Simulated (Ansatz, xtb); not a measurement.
# Strength of the Ga–Se bond: GaH3(SeH2) → GaH3 + H2Se

Species: GaH3(SeH2), singlet; GaH3 `[GaH3]`, singlet; H2Se (hydrogen selenide) `[SeH2]`, singlet. 

Shapes, held fixed at every level: PBE0-D4/def2-TZVP. Programs: Ansatz 0.2.0, xtb 6.7.1. The zero-point and thermal change to 298 K, harmonic and unscaled (PBE0-D4/def2-TZVP), is -7.0 kJ/mol.

```tsv
level	kind	ΔH(298 K) (kJ/mol)	less CCSD(T)/def2-TZVPP
GFN2-xTB	semi-empirical	+50.8	+8.8
SPW92/def2-TZVPP	LDA	+69.5	+27.5
r2SCAN-D4/def2-TZVPP	meta-GGA	+48.3	+6.3
B3LYP-D4/def2-TZVPP	global hybrid	+39.4	-2.6
r2SCAN0-D4/def2-TZVPP	global hybrid	+46.7	+4.7
MP2/def2-SVP	perturbation theory	+39.6	-2.4
CCSD/def2-SVP	coupled cluster or CI	+34.9	-7.1
CCSD/def2-TZVPP	coupled cluster or CI	+38.0	-4.0
CCSD(T)/def2-TZVPP	coupled cluster or CI	+42.0	0.0
```

The highest level, CCSD(T)/def2-TZVPP, gives ΔH(298 K) = +42.0 kJ/mol; the levels span +34.9 to +69.5. Both fragments are taken as closed shells, so no electrons are unpaired. The column of differences is taken from that level and isn't an error. No measured value is set beside it here. Relativity is left out for Ga, Se. Outer-core shells of Ga, Se are correlated in most correlated rows, in sets that cover them unevenly.
